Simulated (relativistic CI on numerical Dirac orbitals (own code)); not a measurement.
Fe+ in a cubic cluster: L2,3 absorption with charge transfer

Computed with a charge-transfer multiplet model of a cubic metal-ligand cluster with up to 2 ligand holes, Slater and spin-orbit integrals from Dirac-Coulomb-Breit ions, Slater integrals scaled by 0.8. The ground state mixes d7 with configurations of k ligand holes L, whose averages lie at kΔ + k(k − 1)U_dd/2; a core hole lowers each added d electron by U_cd. 300 K, Lorentzian 0.4 eV and Gaussian 0.3 eV FWHM.

Atomic integrals in eV (Slater integrals scaled, ζ unscaled), ground: F2dd 7.751, F4dd 4.773, zeta_d 0.042; with the core hole: F2dd 8.441, F4dd 5.207, zeta_d 0.059, zeta_core 8.141, F2cd 4.939, G1cd 3.627, G3cd 2.059.

Cluster parameters (eV): U_dd = 6.5, U_cd = 7.6, 10Dq = 0.25, 10Dq(ligand) = 1.6, V(eg) = 1.9, V(t2g) = -0.85, final-state hopping factor = 1.

```
      Case   n_d    d7   d8L  d9L2     S
Δ = 3.9 eV  7.22  0.78  0.21  0.01  1.50
Δ = 4.9 eV  7.17  0.83  0.16  0.00  1.50
Δ = 5.9 eV  7.14  0.87  0.13  0.00  1.50
Δ = 7.9 eV  7.09  0.91  0.09  0.00  1.50
Δ = 8.9 eV  7.07  0.93  0.07  0.00  1.50
```

Weights, n_d and S are thermal averages at 300 K. Photon energies count from the first peak over 30 % of the highest in each spectrum, which can be another peak from case to case. The parameters are a model scan and need not match a compound or its usual spin state. Peaks in eV (height, largest 100):
- Δ = 3.9 eV: 0.0 (49), 1.3 (100), 2.2 (92), 13.8 (29), 14.3 (28)
- Δ = 4.9 eV: 0.0 (47), 1.3 (100), 2.1 (95), 13.8 (31), 14.2 (32)
- Δ = 5.9 eV: 0.0 (46), 1.0 (99), 1.4 (100), 2.2 (96), 13.8 (33), 14.3 (34), 15.6 (9)
- Δ = 7.9 eV: 0.0 (98), 0.5 (100), 1.3 (93), 13.4 (38), 14.7 (8)
- Δ = 8.9 eV: 0.0 (97), 0.5 (100), 1.3 (91), 13.4 (39), 14.7 (8), 15.2 (7)

Curve for Δ = 4.9 eV (points under 2 left out, the grid thinned):

E (eV), Intensity and a bar:
```
     -1.9        2.0 
     -1.6        2.6 
     -1.3        3.5 
     -0.9        6.1 #
     -0.6       11.6 ###
     -0.3       31.1 #########
      0.0       46.9 ##############
      0.3       44.0 #############
      0.7       83.6 #########################
      1.0       98.0 #############################
      1.3      100.0 ##############################
      1.6       80.7 ########################
      1.9       78.5 #######################
      2.3       83.9 #########################
      2.6       46.0 #############
      2.9       31.3 #########
      3.2       22.6 ######
      3.5       17.3 #####
      3.9       14.5 ####
      4.2        9.4 ##
      4.5        6.3 #
      4.8        4.2 #
      5.1        2.8 
      5.5        2.1 
      5.8        2.2 
      6.1        2.2 
      6.4        2.2 
      6.8        2.7 
      7.1        3.0 
      7.4        2.7 
     12.2        2.3 
     12.5        4.4 #
     12.9        6.6 #
     13.2       10.8 ###
     13.5       24.4 #######
     13.8       31.2 #########
     14.1       31.4 #########
     14.5       29.3 ########
     14.8       22.5 ######
     15.1       12.1 ###
     15.4        9.8 ##
     15.7        8.7 ##
     16.1        5.1 #
     16.4        3.4 
     16.7        2.1
```

For the case Δ = 5.9 eV, Δ = 5.9 eV is smaller than U_dd = 6.5 eV, the charge-transfer side of the Zaanen-Sawatzky-Allen scheme. With the core hole the configuration with one ligand hole lies at Δ + U_dd − U_cd = 2.8, 3.8, 4.8, 6.8, 7.8 eV from the one without, in the order of the table; where this is negative the screened configuration lies lower, though the effective hopping of about 2.7 eV (from the holes of the mixed ground state) mixes the two strongly wherever it is as large as the gap.
